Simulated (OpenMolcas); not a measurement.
# Sb⁺: effect of correlating more closed shells

```
Program             : OpenMolcas 26.06
Basis               : ANO-RCC-VTZP [7s6p4d2f1g]
Scalar Hamiltonian  : DKH2, point nucleus
Active space        : 2 electrons in 3 orbitals (5p)
State averaging     : 2S+1 = 3 even, 3 roots; 2S+1 = 1 even, 6 roots
Spin-orbit coupling : RASSI with atomic mean-field integrals over the reference wave functions, term energies averaged over their components
```

Methods on the same reference wave functions:
A. CASSCF
B. SS-CASPT2, IPEA 0.25 Eh, imaginary shift 0.1 Eh (closed shells correlated: 5s)
C. SS-CASPT2, IPEA 0.25 Eh, imaginary shift 0.1 Eh (closed shells correlated: 4d 5s)
D. SS-CASPT2, IPEA 0.25 Eh, imaginary shift 0.1 Eh (closed shells correlated: 4s 4p 4d 5s)

Energies in cm-1 above 5s2 5p2 3P0, the measured ground level; measured values from NIST Handbook of Basic Atomic Spectroscopic Data.

```tsv
Level	A	B	C	D	Measured
5s2 5p2 3P0	0.0	0.0	0.0	0.0	0.0
5s2 5p2 3P1	2444	2600	2610	2620	3055
5s2 5p2 3P2	5119	5080	5080	5080	5658
5s2 5p2 1D2	14191	12430	12370	12300	12790
5s2 5p2 1S0	28326	24000	23750	23530	23906
```

Deviations, from unrounded energies. A percentage is the sum of absolute deviations over the sum of measured energies, with the sign that they share, or ± where signs differ.

```
                        Against measurement  Levels      A      B      C      D
             mean absolute deviation (cm-1)       4   1700    370    400    470
      fine structure of the ground term (%)       2  -13.2  -11.9  -11.7  -11.6
other terms of the ground configuration (%)       2  +15.9   ±1.2   -1.6   -2.4
```

B lies closest to measurement on these levels and A furthest from it. The largest miss of B in the table is 5s2 5p2 3P2, by -580 cm-1. The ranking rests on the paired levels alone, and a cruder setting can come out closer through cancelling errors.

Among B to D the level of the table that moves most is 5s2 5p2 1S0, by 470 cm-1 (lowest in D, highest in B). Moves below CASPT2's spread within the term are not significant.

The mean deviations of B to D differ by less than CASPT2's widest spread within a term (130 cm-1), so their order carries little weight.

From A to B the spin-free energies of the other terms of 5s2 5p2 shown, above 3P, scale by factors of 0.78 to 0.80.

The lowest spin-free term lies below A's lowest term by 0.046 hartree in B, 0.484 hartree in C, 0.660 hartree in D.

What an inner shell adds also hangs on whether the basis holds functions to correlate it.

CASPT2 breaks the degeneracy within a term, and the mean is taken; among the terms shown or strongly mixed into the levels shown the widest spread is 130 cm-1 (5s2 5p2 1D, B). With the s shell closed, the reference lacks s² → p² mixing. Measured partners are found by configuration, term and J. A level has none where our copy of the source lacks it or the pairing is in doubt (some pairs that miss far off the trend of their configuration count as doubtful), and it then counts in no deviation. Only configurations of the active space appear.
